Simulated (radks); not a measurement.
Problem. All-electron atom: Hg XXVIII in [Kr] 4d10 4f7. All-electron calculation, scalar-relativistic Kohn-Sham, r2SCAN, spin-polarised, spherical densities, finite nucleus; open shells are filled with parallel spins first (spin-orbit coupling, left out, can overturn this in heavy ions); meta-GGA in the generalised Kohn-Sham scheme; Fermi nuclear charge, rms radius 5.4648 fm. Program: a radial shooting solver on a logarithmic mesh with Libxc functionals. Some entries of the table are withheld. Estimate them.

orbital,occ.,eigenvalue (hartree),<r> (bohr),<1/r> (bohr^-1)
1s down,1,-3091.066,0.01659,97.53
1s up,1,-3091.065,0.01659,97.53
2s up,1,-575.2407,0.06992,22.90
2s down,1,-575.2359,0.06992,22.90
2p up,3,-500.4436,0.06329,20.28
2p down,3,-500.4381,0.06329,20.28
3s up,1,-161.3104,0.1803,8.511
3s down,1,-160.9287,0.1800,8.528
3p up,3,-139.5883,0.1817,7.741
3p down,3,-139.2000,0.1814,7.758
3d up,5,-116.6999,0.1647,7.267
3d down,5,-116.4044,0.1643,7.282
4s up,1,-58.77737,0.3869,3.778
4s down,1,-58.21425,0.3880,3.761
4p up,3,-51.31959,0.4068,3.451
4p down,3,-50.78457,0.4080,3.434
4d up,5,-42.55409,0.4172,3.165
4d down,5,-42.01284,0.4190,3.148
4f up,7,(1),0.4067,2.882
4f down,0,(2),0.4094,2.869

Solution. 
(1) 4f up eigenvalue (hartree): -33.10881
(2) 4f down eigenvalue (hartree): -32.49173
